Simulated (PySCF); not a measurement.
Iodine: a sound run and one with changed settings

Sound run: I⁺ [Kr] 4d10 5s2 5p4, I²⁺ [Kr] 4d10 5s2 5p3. Computed with PySCF 2.14 in def2-SVP with the def2 core potential (28 electrons) (4s4p2d, 26 functions), with a scalar-relativistic core potential. The sound run starts from symmetry-adapted Hartree-Fock orbitals and uses a fine grid where one is needed.

Changed run: basis STO-3G, all-electron and non-relativistic. This setting is unsound on purpose.

```tsv
species	method	sound run (hartree)	changed run (hartree)	converged
I⁺	UHF	-296.29709	-6850.40437	yes
I⁺	r2SCAN	-297.39657	-6852.67209	yes
I⁺	M06-2X	-297.22279	-6852.72479	yes
I²⁺	UHF	-295.64889	-6849.78965	yes
I²⁺	r2SCAN	-296.70826	-6852.00599	yes
I²⁺	M06-2X	-296.54656	-6852.05922	yes
```

Ionisation energy of I⁺:

| method | sound run (eV) | changed run (eV) |
| --- | --- | --- |
| UHF | 17.638 | 16.727 |
| r2SCAN | 18.730 | 18.125 |
| M06-2X | 18.401 | 18.111 |

A minimal basis cannot let orbitals breathe on ionisation and holds almost no correlation. The Hamiltonian changed with the basis, so the totals do not compare.

For comparison, NIST gives 19.131 eV between the lowest levels.
